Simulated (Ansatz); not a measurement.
System: CH3OS, net charge -1, singlet state. 
Structure (B3LYP-D3(BJ)/def2-TZVP (Ansatz, a first-principles code) minimum search):
```xyz
6

C     -1.4055     0.3010     0.0737
S      0.2194    -0.5042    -0.1662
O      1.2687     0.6080     0.2310
H     -1.5305     0.6203     1.1172
H     -2.1987    -0.4123    -0.1833
H     -1.4969     1.1894    -0.5655
```
Charge -1, spin multiplicity 1.

Total electronic energies in hartree. Valence correlation only, unless marked. No spin-orbit coupling. Non-relativistic. CBS(X,Y): correlation extrapolated as X^-3; Hartree-Fock from the larger set. The bracket is a focal-point correction in the basis named.

```csv
level,program,energy (Eh)
BLYP/def2-TZVPD,Ansatz,-513.35832
PBE0/def2-TZVP,Ansatz,-513.10389
r2SCANh/def2-TZVPD,Ansatz,…
SCS-MP2/STO-3G,Ansatz,-505.98385
SCS-MP2/cc-pV(D+d)Z,Ansatz,-512.40387
CCSD/STO-3G,Ansatz,-506.00785
CCSD(T)/6-31G*,Ansatz,-512.39572
CCSD(T)/cc-pV(D+d)Z,Ansatz,-512.45826
"RI-MP2/CBS(aug-cc-pV(T+d)Z,aug-cc-pV(Q+d)Z)+[CCSD(T)-MP2]/aug-cc-pV(T+d)Z",Ansatz,-512.7935
```

Question: What belongs in the gaps?

Answer: 
- r2SCANh/def2-TZVPD, energy (Eh): -513.28522
